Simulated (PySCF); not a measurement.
Spin states of Se₂

Unrestricted PBE0; PySCF, scalar-relativistic core potentials, basis sets Se cc-pVTZ-PP with ECP10. Outer shells of the fragments: Se 3d10 4s2 4p4; Se 3d10 4s2 4p4.

Followed along the bond (rough minima from three points):

```json
{"2Ms+1": "3", "unpaired": "π ↑↑", "⟨S²⟩ at the start": "2.01", "R at minimum (Å)": "2.17", "Te (eV)": "0.00"}
{"2Ms+1": "1", "unpaired": "π ↑↓", "⟨S²⟩ at the start": "1.01", "R at minimum (Å)": "2.17", "Te (eV)": "0.22"}
{"2Ms+1": "1", "unpaired": "none", "⟨S²⟩ at the start": "0.00", "R at minimum (Å)": "2.17", "Te (eV)": "0.96"}
{"2Ms+1": "5", "unpaired": "σ ↑, π ↑↑↑", "⟨S²⟩ at the start": "6.01", "R at minimum (Å)": "none in the scan", "Te (eV)": "≤ 3.57"}
```

Solutions found at the starting distance of 2.230 Å, counted from the lowest of them; the search is not exhaustive and high or unbound solutions are not listed, so other states can lie among these:

```tsv
2Ms+1	unpaired	term	E (eV)	⟨S²⟩	⟨Lz²⟩
3	π ↑↑	³Σ⁻	0.00	2.01	0.00
1	π ↑↓	mixed	0.22	1.01	2.02
1	none	mixed	0.96	0.00	2.01
3	π ↑↑	mixed	2.26	2.01	2.02
3	σ ↑, π ↑	³Π	3.61	2.01	1.01
1	σ ↓, π ↑	mixed	3.83	1.01	1.01
```

A term symbol is given only where ⟨S²⟩ and ⟨Lz²⟩ are close to those of a pure state; real π, δ and φ orbitals otherwise mix terms, and g/u labels are left off.

Spin–orbit coupling is left out. Counting both spins, an empty level lies below a filled one in some of these solutions, because spin and occupation are held.
